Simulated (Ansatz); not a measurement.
The cluster Li3S⁺, relaxed as a singlet with RKS B3LYP-D4/def2-TZVP in Ansatz, starting from the GFN2-xTB geometry. Force threshold 0.02 eV/Å.

The structure comes from a short search, and lower isomers may exist.

Start:

```xyz
4

Li    2.1958   -0.1051    0.1128
Li   -0.9747    1.7666   -0.8715
Li   -1.2222   -1.6619    0.7577
S     0.0011    0.0004    0.0010
```

(1) Estimate the energy that the relaxation releases and the steps that it takes.

(2) Does the start keep its bonding and symmetry?

(3) Predict the relaxed structure.

Results:

(1) 1.3 kJ/mol, in 3 steps; 3.5 s on 2 threads of Arm Neoverse V1 on a shared host. No frequencies were taken in this run, so the end may be a saddle point.

(2) By distances, no bond broke or formed. The bond that changes most is Li1–S4, from 2.20 to 2.16 Å (atoms count from 1). Point group D3h at the start, D3h at the end, both within 0.05 Å.

(3) 
Cartesian coordinates in Å:
```
Li 2.157 -0.103 0.111
Li -0.956 1.739 -0.857
Li -1.200 -1.636 0.746
S 0.000 0.000 0.001
```
Bond lengths (bridged metal pairs left out): 3 × Li–S 2.16 Å.
